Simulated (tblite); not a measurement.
C5H10F3PS.
Z-matrix (Å and degrees, GFN2-xTB geometry), rows numbered from 1:
```
C 
P   1  1.8367
C   2  1.8389  1  102.54
S   2  1.9385  1  116.24  3  -125.37
C   2  1.8702  1  107.81  3   106.09
C   5  1.5221  2  112.29  1    99.56
C   6  1.5111  5  111.58  2   -84.41
F   7  1.3392  6  112.79  5    61.24
F   7  1.3379  6  112.30  5  -177.80
F   7  1.3479  6  112.12  5   -58.15
H   1  1.0899  2  106.97  3    55.23
H   1  1.0868  2  109.74  3   172.89
H   1  1.0875  2  111.27  3   -64.78
H   3  1.0890  2  108.52  1   178.65
H   3  1.0892  2  108.12  1   -63.91
H   3  1.0877  2  111.70  1    57.03
H   5  1.0915  2  110.48  1   -25.47
H   5  1.0934  2  105.24  1  -142.26
H   6  1.0972  5  109.58  2    34.67
H   6  1.0914  5  111.44  2   155.72
```

Calculated harmonic vibrations of the isolated species, GFN2-xTB (tblite), most abundant isotopes, no scaling. Against measured fundamentals such values can be off by several per cent, at times by over 20. One conformer, not necessarily the lowest.

Harmonic wavenumbers (cm⁻¹): 29.6, 36.9, 69.1, 144.6, 147.3, 162.1, 180.1, 203.5, 233.4, 240.3, 261.0, 299.0, 342.1, 423.1, 476.0, 508.6, 566.5, 578.2, 684.5, 720.4, 737.8, 764.6, 806.2, 813.2, 851.2, 880.0, 896.8, 919.5, 1019.9, 1060.7, 1079.4, 1134.3, 1176.4, 1208.6, 1249.8, 1309.2, 1312.8, 1327.1, 1405.2, 1417.7, 1419.8, 1426.1, 1429.2, 1439.0, 2923.9, 2951.9, 2970.5, 2993.3, 2996.6, 3001.8, 3005.9, 3009.1, 3014.0, 3040.7.

A = 1612, B = 600.0, C = 554.2 MHz; mass 190.019 u (most abundant isotopes); point group C1, symmetry number 1.

Task: Zero-point energy?

Result: ½Σν̃ = 31649 cm⁻¹ = 90.49 kcal/mol.

Task: Entropy at 350 K, 1 bar (ideal gas, RRHO, classical rotation)?

Result: Translation 42.45, rotation 31.25, vibration 48.45: S = 122.2 cal/(mol K).

Task: And Cp and H(350 K) − H(0)?

Result: Cp = 52.85 cal/(mol K), of which vibrations give 44.90 (their classical limit is 54 R = 107.3); H(350 K) − H(0) = 11.25 kcal/mol without the zero-point energy, 8.46 from vibrations.

Task: Blend soft modes into free rotors: weight 1/[1 + (100 cm⁻¹/ν̃)⁴] for the oscillator and the rest for a rotor with moment μB/(μ + B), μ = h/(8π²ν), B = 10⁻⁴⁴ kg m². What vibrational entropy results?

Result: 43.72 cal/(mol K) in place of 48.45, which changes −T·S at 350 K by +1.66 kcal/mol.

Task: How do the functions run with temperature in this model?

Result: 
```
 T (K)  S (cal/(mol K))  Cp (cal/(mol K))  H − H(0) (kcal/mol)  G − H(0) (kcal/mol)  ln q(vib)
   150             88.2              30.1                 2.90               -10.32       4.93
   250            106.3              41.8                 6.50               -20.07       8.66
298.15            114.1              47.3                 8.65               -25.38      10.39
   400            129.5              57.8                14.01               -37.80      13.93
   600            156.1              72.9                27.20               -66.44      20.48
   900            188.5              86.9                51.35              -118.31      29.29
```

q(vib) and H(0) count from the zero-point level.

Task: What must be added to the electronic energy to get the Gibbs energy at 350 K and 1 bar?

Result: ZPE + [H(350 K) − H(0)] − T·S = 90.49 + 11.25 − 42.76 = 58.98 kcal/mol.

Task: Which modes carry the vibrational entropy at 350 K?

Result: 29.6 cm⁻¹: 6.17; 36.9 cm⁻¹: 5.74; 69.1 cm⁻¹: 4.49; 144.6 cm⁻¹: 3.05; 147.3 cm⁻¹: 3.01; 162.1 cm⁻¹: 2.83 cal/(mol K); the other 48 give 23.15 together.

Hindered rotation and anharmonicity are outside this model. Other conformers, if any are populated, would add a mixing term that is left out. The structure is chiral; the term R ln 2 for an equal mix with its mirror image is left out.
